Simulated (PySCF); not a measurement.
Point-charge models of `O=CN[C@@H]1C=C[C@@H]1C=O` against its computed dipole.

Coordinates (GFN2-xTB, Å) and charges (e) from the PBE0/pcSseg-1 density (PySCF):

| atom | x | y | z | Mulliken | IAO | Hirshfeld | ESP-fitted |
| --- | --- | --- | --- | --- | --- | --- | --- |
| O1 | 2.830 | -1.064 | -0.869 | -0.4409 | -0.4906 | -0.2900 | -0.5215 |
| C2 | 2.479 | -0.585 | 0.180 | +0.4136 | +0.3055 | +0.1307 | +0.4575 |
| N3 | 1.308 | 0.047 | 0.394 | -0.4513 | -0.3393 | -0.1086 | -0.6100 |
| C4 | 0.300 | 0.127 | -0.618 | +0.0306 | -0.0096 | +0.0270 | +0.5718 |
| C5 | -0.389 | 1.450 | -0.846 | -0.0120 | -0.1511 | -0.0396 | -0.4455 |
| C6 | -1.607 | 0.961 | -0.640 | -0.0632 | -0.1430 | -0.0386 | -0.0446 |
| C7 | -1.131 | -0.438 | -0.287 | -0.3076 | -0.1885 | -0.0402 | -0.3210 |
| C8 | -1.427 | -0.742 | 1.145 | +0.3493 | +0.2689 | +0.1397 | +0.5061 |
| O9 | -0.821 | -0.322 | 2.094 | -0.3729 | -0.3916 | -0.2038 | -0.4785 |
| H10 | 3.109 | -0.597 | 1.087 | +0.0716 | +0.1058 | +0.0483 | +0.0360 |
| H11 | 1.033 | 0.330 | 1.325 | +0.2131 | +0.2838 | +0.1132 | +0.3565 |
| H12 | 0.723 | -0.315 | -1.525 | +0.1586 | +0.1766 | +0.0480 | +0.0332 |
| H13 | 0.000 | 2.413 | -1.116 | +0.0827 | +0.1589 | +0.0600 | +0.2166 |
| H14 | -2.605 | 1.356 | -0.681 | +0.0903 | +0.1567 | +0.0570 | +0.1389 |
| H15 | -1.489 | -1.235 | -0.939 | +0.1483 | +0.1506 | +0.0504 | +0.0998 |
| H16 | -2.323 | -1.377 | 1.283 | +0.0898 | +0.1068 | +0.0465 | +0.0047 |

Q: Compute μ = Σ q r for each scheme (1 e·Å = 4.803 D) and compare with the dipole of the full density.

A: The full density gives (-3.39, 1.12, 0.28) D, 3.58 D in size; dipole vectors point from the negative to the positive end.

```
    scheme     μx    μy     μz  size (D)  share of the full size (%)  angle to the full dipole (°)
  Mulliken  -3.12  0.58  -0.19      3.18                          89                            11
       IAO  -3.69  1.04   0.23      3.84                         107                             3
 Hirshfeld  -2.74  0.98   0.26      2.92                          81                             2
ESP-fitted  -3.39  1.10   0.26      3.58                         100                             0
```

Q: Which set comes closest?

A: Length of the difference vector: ESP-fitted 0.02 D, IAO 0.31 D, Hirshfeld 0.67 D, Mulliken 0.77 D. Closest: ESP-fitted. ESP charges are fitted to the potential around the molecule, whose slowest-falling term is the dipole's. The schemes that divide the density aren't constrained to reproduce the dipole.

Q: What is left for the Hirshfeld atoms' own dipoles?

A: The Hirshfeld atoms' densities add up to the full density, so μ = Σ q r + Σ (atomic dipoles). The atomic dipoles sum to (-3.39, 1.12, 0.28) − (-2.74, 0.98, 0.26) = (-0.65, 0.14, 0.02) D, 0.67 D in size.

Q: With the origin at the mean of the coordinates, (0.000, 0.001, -0.001) Å, which are the largest single terms, by size, of the ESP-fitted dipole along the direction of the full one?

A: O1 +7.71, C2 -5.53, N3 +3.50, C8 +2.94, O9 -1.93 D; all 16 atoms together +3.58 D. The single terms depend on the origin, their sum doesn't.

Q: Give the size of the full dipole in other units.

A: 3.58 D = 1.409 au = 0.746 e·Å = 11.95 × 10⁻³⁰ C·m.

Geometry: GFN2-xTB, one conformer, isolated molecule.

These values come from a run that also computed NMR shieldings. On one thread of an Intel Xeon at 2.50 GHz, no GPU, shared host with 64 logical CPUs at a one-minute load of 62, this took 90 s wall, 74 s CPU and 0.84 GiB of memory at its peak.

Conformer computed: `[O:1]=[CH:2][NH:3][C@@H:4]1[CH:5]=[CH:6][C@@H:7]1[CH:8]=[O:9]`: O1–C2–N3–C4 5°, C2–N3–C4–C5 -135°, C6–C7–C8–O9 -76°.
